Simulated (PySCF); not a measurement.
CH3AlBr2.
Bonds: C1–Al2, Al2–Br3, Al2–Br4. Hydrogens: H5, H6, H7 on C1.

Method used: PySCF 2.14.0, PBE0-D3(BJ)/def2-SVP geometry optimisation, gas phase.

Q: List the bond lengths and angles at this level.

A: 
| bond | length (Å) | order |
| --- | --- | --- |
| C1–Al2 | 1.935 | single |
| Al2–Br3, Al2–Br4 | 2.253 | single |
| C1–H5, C1–H6, C1–H7 | 1.102 | single |

Bonds in one row agree within 0.01 Å and their mean is given. Orders are formal, as drawn. A selection of angles:
| angle | degrees |
| --- | --- |
| Al2–C1–H5 | 112.2 |
| Al2–C1–H6 | 110.5 |
| H5–C1–H6 | 108.6 |
| H5–C1–H7 | 108.3 |
| C1–Al2–Br3 | 122.9 |
| C1–Al2–Br4 | 120.9 |
| Br3–Al2–Br4 | 116.2 |

Al2 (aluminium bonded to 2 Br and C) is planar (angles 122.9°, 120.9° and 116.2°, sum 360.0°, 0.00 Å off the plane of its three neighbours). The 4 heavy atoms lie in one plane (0.001 Å rms).

Point group: near Cs, missed by 0.13 Å at most; the miss may be what the optimiser left on a soft mode. No frequency check.
